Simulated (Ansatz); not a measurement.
```yaml
crystal:
  periodic: [false, false, false]
  atoms:
    - {symbol: Ga, position_ang: [1.148291, 1.672968, -0.296814]}
    - {symbol: Br, position_ang: [2.713669, 0.759662, 1.141618]}
    - {symbol: Br, position_ang: [1.717147, 3.563498, -1.456991]}
    - {symbol: S, position_ang: [-0.695329, 2.118681, 1.094897]}
    - {symbol: Ga, position_ang: [-1.830458, 0.031113, 1.400709]}
    - {symbol: Br, position_ang: [-3.159658, -0.187636, -0.462359]}
    - {symbol: Br, position_ang: [-2.743870, 0.092255, 3.495995]}
    - {symbol: S, position_ang: [-0.217506, -1.697216, 1.369119]}
    - {symbol: Ga, position_ang: [0.411953, -2.031341, -0.886059]}
    - {symbol: Br, position_ang: [-1.158789, -3.351250, -1.890482]}
    - {symbol: Br, position_ang: [2.611375, -2.691107, -0.921436]}
    - {symbol: S, position_ang: [0.326518, 0.138205, -1.897156]}
    - {symbol: H, position_ang: [-1.534607, 2.522074, 0.108044]}
    - {symbol: H, position_ang: [0.876501, -0.950575, 1.702216]}
    - {symbol: H, position_ang: [1.534765, 0.010659, -2.501291]}
basis:
  gaussian: {orbitals: def2-mTZVPP, fitting: {mean_field: def2-universal-jkfit}}
magnetization: {spin_polarized: true, initial_magnetization: 2}
hamiltonian: {xc: {name: PBE}, dispersion: d3bjatm}
scf: {omitted_lower_state_checks: [starts]}
output: {forces: true}
```

```sh
$ ansatz run in.yaml --threads 2 --pin off --events-out ev --progress --plain --max-ram 32768MiB --backend cuda --devices 0, --max-vram 18GiB
```

Shortened log:

```
Functional definition: PBE
2832 factors; integrals over basis functions are off by at most 3.1e-1 eV
mean field evaluation 1: about -609872.1194 eV, gradient 4.4e1 eV
mean field evaluation 2: about -609858.1386 eV, gradient 7.4e1 eV
mean field evaluation 4: about -609872.6122 eV, gradient 2.0e1 eV
mean field evaluation 8: about -609875.1594 eV, gradient 1.2e1 eV
mean field evaluation 16: about -609876.8159 eV, gradient 5.8e-1 eV
mean field evaluation 32: about -609876.8096 eV, gradient 2.2e-4 eV
mean field -609876.80964445 eV, -22412.5593650845 hartree, gradient 2.1e-8 eV, S^2 2.000911; 0 other end points of the search recorded, 0 dependent functions left out
reference -609876.80970347 eV, -22412.5593672533 hartree; 178, 176 occupied and 242, 244 virtual orbitals, 2832 factors
Total energy: -609877.92714786 eV, -22412.6004325773 hartree
Atom 0 at     1.148291     1.672968    -0.296814 Å, force    -0.493746    -0.191845    -0.167900 eV/Å
Atom 1 at     2.713669     0.759662     1.141618 Å, force     0.659028    -0.464464     0.561378 eV/Å
Atom 2 at     1.717147     3.563498    -1.456991 Å, force     0.482881     1.232849    -0.691546 eV/Å
Atom 3 at    -0.695329     2.118681     1.094897 Å, force     0.010702     0.345685     0.302987 eV/Å
Atom 4 at    -1.830458     0.031113     1.400709 Å, force     0.677600     0.121309     0.045561 eV/Å
Atom 5 at    -3.159658    -0.187636    -0.462359 Å, force    -0.643875    -0.277525    -0.964182 eV/Å
Atom 6 at    -2.743870     0.092255     3.495995 Å, force    -0.754419     0.006789     1.371777 eV/Å
Atom 7 at    -0.217506    -1.697216     1.369119 Å, force    -0.092844    -0.405614     0.228091 eV/Å
Atom 8 at     0.411953    -2.031341    -0.886059 Å, force    -0.081894     0.823796     0.342342 eV/Å
Atom 9 at    -1.158789    -3.351250    -1.890482 Å, force    -1.025718    -0.846598    -0.566142 eV/Å
Atom 10 at     2.611375    -2.691107    -0.921436 Å, force     1.425192    -0.469037    -0.061306 eV/Å
Atom 11 at     0.326518     0.138205    -1.897156 Å, force    -0.291794     0.059005    -0.252165 eV/Å
Atom 12 at    -1.534607     2.522074     0.108044 Å, force     0.006727    -0.041571    -0.096257 eV/Å
Atom 13 at     0.876501    -0.950575     1.702216 Å, force     0.028568     0.146894    -0.080674 eV/Å
Atom 14 at     1.534765     0.010659    -2.501291 Å, force     0.093593    -0.039673     0.028038 eV/Å
Dipole moment:     0.017842     0.105579    -0.134418 e Å
Checks for a lower state left out: starts
```

It took 27 s on 2 threads of AMD EPYC 7R13 on a shared host and a share (18 GiB) of an NVIDIA H100 80GB HBM3, peak host memory 0.97 GiB.
